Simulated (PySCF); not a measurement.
# Calculated NMR data

Equivalent nuclei averaged, non-relativistic, in vacuum, one computed conformer. Shielding tensors at PBE0/pcSseg-1 (GIAO); GFN2-xTB structure; PySCF 2.14.0 with density-fitted response routines.

Scale: TMS for 1H (σ = 31.72 ppm), 13C (σ = 186.93 ppm) (reference shieldings calculated alike). Splittings of carbon signals by F and P are missing where no couplings were computed. Where no couplings were computed, multiplicities follow the n + 1 count of equivalent neighbours, and m marks all less simple cases (inequivalent or close neighbours, rings, F or P nearby). Shifts are as computed. Against solution values, carbons near 30 ppm lie about +3 ppm off and those near 130 ppm about +5 ppm (rms about the fit 2.1 ppm; single classes can miss by 10 ppm). Of 1328 compounds with measured shifts, 309 miss one by over three times the rms of a fit or turn the order of signals round; such compounds aren't used in these exercises. Signals without a measured value on file couldn't be tested in this way; 1H shifts scatter by 0.2 ppm about their fit, and single ones miss by 0.5 ppm.

**1.** `C=C1C(=C)[C@H](F)[C@@H]1OC`, C7H9FO. 1H NMR (600 MHz, computed): δ 6.04 (m, 1H), 6.01 (br s, 1H), 5.80 (m, 1H), 5.69 (br s, 1H), 5.38 (m, 1H), 4.19 (m, 1H), 3.66 (s, 3H). 13C{1H} NMR (computed): δ 155.1, 154.3, 118.6, 118.1, 93.8, 82.4, 60.1.

**2.** SMILES COc1cncc(C#N)n1, C6H5N3O. 1H NMR (600 MHz, computed): δ 8.84 (s, 1H), 8.64 (s, 1H), 4.19 (s, 3H). 13C{1H} NMR (computed): δ 166.3, 149.0, 142.6, 132.8, 121.2, 56.5.

**3.** SMILES C[SiH2]N([SiH3])[SiH3], CH11NSi3. 1H NMR (600 MHz, computed): δ 4.99 (q, 2H), 4.78 (s, 6H), 0.45 (t, 3H). 13C{1H} NMR (computed): δ -3.6.
